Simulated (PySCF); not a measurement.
PySCF 2.14 output of an unrestricted revPBE calculation on a single atom or ion in def2-TZVPPD with the def2 core potential (28 electrons), with a scalar-relativistic core potential:

```
SCF conv_tol = 1e-09
number electrons alpha = 10  beta = 9
    Y. Zhang and W. Yang.,  Phys. Rev. Lett. 80, 890 (1998)
    J. P. Perdew, K. Burke, and M. Ernzerhof.,  Phys. Rev. Lett. 77, 3865 (1996)
    J. P. Perdew, K. Burke, and M. Ernzerhof.,  Phys. Rev. Lett. 78, 1396 (1997)
cycle= 1 E= -146.88767552678  delta_E= -0.0145  |g|= 0.0813  |ddm|= 0.538
cycle= 2 E= -146.88642893557  delta_E= 0.00125  |g|= 0.103  |ddm|= 0.137
cycle= 3 E= -146.889306469384  delta_E= -0.00288  |g|= 0.00624  |ddm|= 0.0975
cycle= 4 E= -146.889317090171  delta_E= -1.06e-05  |g|= 6.87e-05  |ddm|= 0.00712
cycle= 5 E= -146.889317092251  delta_E= -2.08e-09  |g|= 1.84e-05  |ddm|= 0.000186
cycle= 6 E= -146.889317092397  delta_E= -1.46e-10  |g|= 4.65e-06  |ddm|= 5.64e-05
converged SCF energy = -146.889317092397  <S^2> = 0.75097391  2S+1 = 2.0009737
```

The run itself started from symmetry-adapted Hartree-Fock orbitals and held the occupation by maximum overlap, on a logarithmic radial grid, so the iterations belong to that start.

Problem. Which element, charge and spin multiplicity is this?

Solution. Ag (silver, neutral), multiplicity 2; the state was [Kr] 4d9 5s2, 2D determinant (an excited configuration).

Energies and moments cover only the electrons outside the core potential.
